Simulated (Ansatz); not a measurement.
Reactions of C3H10Sn (`[CH3][SnH]([CH3])[CH3]`).

Program: Ansatz. Geometries: PBE0-D4/def2-TZVP. ΔE: electronic, gas phase. CBS: MP2 limit from def2 TZ/QZ plus the TZ coupled-cluster correction, frozen cores. DFT in def2-TZVPP. B3LYP here is the variant with VWN-RPA as its local correlation; programs differ in this. Elements past krypton have def2 core potentials. For Sn outer-core shells are correlated without core-valence functions, which leaves a few kJ/mol of doubt a bond. One conformer a species, not always the lowest.

```json
{"reaction": "`[CH3][SnH]([CH3])[CH3]` + `CN[SiH2]N` → `CN[SiH2]NC` + `[CH3][SnH2][CH3]`", "B2PLYP (kJ/mol)": "64", "B3LYP-D4 (kJ/mol)": "59", "CCSD(T)/CBS(def2) (kJ/mol)": "71"}
{"reaction": "`[CH3][SnH]([CH3])[CH3]` + `OC1=NCN1` → `CN1CN=C1O` + `[CH3][SnH2][CH3]`", "B2PLYP (kJ/mol)": "43", "B3LYP-D4 (kJ/mol)": "39", "CCSD(T)/CBS(def2) (kJ/mol)": "50"}
{"reaction": "`[CH3][SnH]([CH3])[CH3]` + `N=C(N)S` → `CSC(=N)N` + `[CH3][SnH2][CH3]`", "B2PLYP (kJ/mol)": "31", "B3LYP-D4 (kJ/mol)": "28", "CCSD(T)/CBS(def2) (kJ/mol)": "36"}
{"reaction": "`[CH3][SnH]([CH3])[CH3]` + `CCCCC(C)C` → `CCCCC(C)CC` + `[CH3][SnH2][CH3]`", "B2PLYP (kJ/mol)": "34", "B3LYP-D4 (kJ/mol)": "30", "CCSD(T)/CBS(def2) (kJ/mol)": "35"}
```

Largest T1 diagnostic: 0.014, for `N=C(N)S`.
